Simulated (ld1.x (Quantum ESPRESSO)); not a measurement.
# bromine TM: all-electron and pseudo phase curves

- Element: Br (Z = 35)
- Generator: ld1.x (Quantum ESPRESSO) 7.5
- Type: norm-conserving Troullier–Martins (Kleinman–Bylander form)
- Functional: BLYP
- Relativity: scalar-relativistic
- Frozen core: [Ar] 3d10
- Valence charge: 7
- Reference configuration: 4s1.75 4p5.25
- Partial waves: 4s (bound): rc 1.25 bohr; 4p (bound): rc 1.25 bohr; 4d channel at 0.05 Ry: rc 1.35 bohr
- Local potential: all-electron potential smoothed inside 0.95 bohr (lloc = -1)
- Core correction: none

The phase is arctan(r·u′/u) with u = r·R(r), unwrapped; energies in Ry, scanned from -3 to 5 Ry. A pole is an energy at which the radial function vanishes at the test radius. The pseudo phase is shifted by a multiple of π to meet the all-electron one at the reference energy, and phase errors are pseudo minus all-electron; the curves can meet again beyond the range given. Levels narrower than the energy grid can be missing from the lists of poles.

Q: For each channel, where are the poles, and over which energies does the pseudopotential scatter like the atom?

A:

```json
{"channel": "s", "radius (bohr)": "1.49", "reference energy (Ry)": "-1.49", "poles, all-electron": "none", "poles, pseudo": "none", "unbroken range about the reference energy with phases within 0.05 rad": "the whole range", "phase error 1 Ry above the reference energy (rad)": "-0.000"}
{"channel": "p", "radius (bohr)": "1.49", "reference energy (Ry)": "-0.58", "poles, all-electron": "none", "poles, pseudo": "2.46", "unbroken range about the reference energy with phases within 0.05 rad": "below 0.5", "phase error 1 Ry above the reference energy (rad)": "-0.041"}
{"channel": "d", "radius (bohr)": "1.49", "reference energy (Ry)": "0.05", "poles, all-electron": "none", "poles, pseudo": "4.64", "unbroken range about the reference energy with phases within 0.05 rad": "below 1.3", "phase error 1 Ry above the reference energy (rad)": "-0.024"}
```

Note: ghost state, extra bound levels that the all-electron valence spectrum of the same l lacks: s at -121.4 eV. A true bound ghost makes a file unfit for plane-wave use.

Phases in the s channel:

```tsv
E (Ry)	all-electron	pseudo
-3.00	0.714	0.714
-2.52	0.506	0.506
-2.04	0.212	0.211
-1.56	-0.159	-0.159
-1.08	-0.523	-0.523
-0.60	-0.808	-0.808
-0.12	-1.007	-1.008
0.36	-1.145	-1.146
0.84	-1.242	-1.244
1.32	-1.315	-1.317
1.80	-1.370	-1.373
2.28	-1.414	-1.418
2.76	-1.450	-1.455
3.24	-1.480	-1.486
3.72	-1.505	-1.512
4.20	-1.528	-1.536
4.68	-1.548	-1.557
```
